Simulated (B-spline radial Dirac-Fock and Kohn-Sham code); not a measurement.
Model: Dirac-Fock energy differences between relaxed states, corrected for Breit and QED terms. Program: a radial B-spline solver. Free neutral atoms.

Question: Order these X-ray lines by photon energy, lowest first.
A. Gd Kβ1
B. Ce Kβ1
C. Ho Kα1
D. Nd Kβ2''
E. Re Kα1
F. Dy Kα1

Answer: B (39253.1 eV), D (43308.9 eV), F (45995.8 eV), C (47544.3 eV), A (48687.8 eV), E (61136.6 eV).

Values without a named source are computed, but for edge energies of neutral atoms, which are taken from tables.
